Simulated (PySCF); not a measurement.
C3H7BO3, SMILES O1B(O)[C@@H](CC1)O. Geometry: B3LYP-D3(BJ)/def2-SVP. The structure was generated by enumeration; whether it is a known compound was not checked. Other conformers were not sampled.

Computed equilibrium geometry at B3LYP-D3(BJ)/def2-SVP (PySCF confirms it by a frequency run) as a Z-matrix (one conformer of several):
```
C
H 1 1.1150
O 1 1.4183 2 110.51
H 3 0.9658 1 107.51 2 -84.80
C 1 1.5381 2 108.56 3 122.78
H 5 1.1011 1 114.75 2 -39.50
H 5 1.1027 6 107.82 1 119.71
C 5 1.5352 6 112.60 7 121.89
H 8 1.1003 5 113.57 6 -83.80
H 8 1.1045 9 107.86 5 -124.36
O 8 1.4398 9 108.80 10 -117.58
B 11 1.3654 8 109.43 9 -142.26
O 12 1.3553 11 123.45 8 178.85
H 13 0.9671 12 112.94 11 -0.98
```
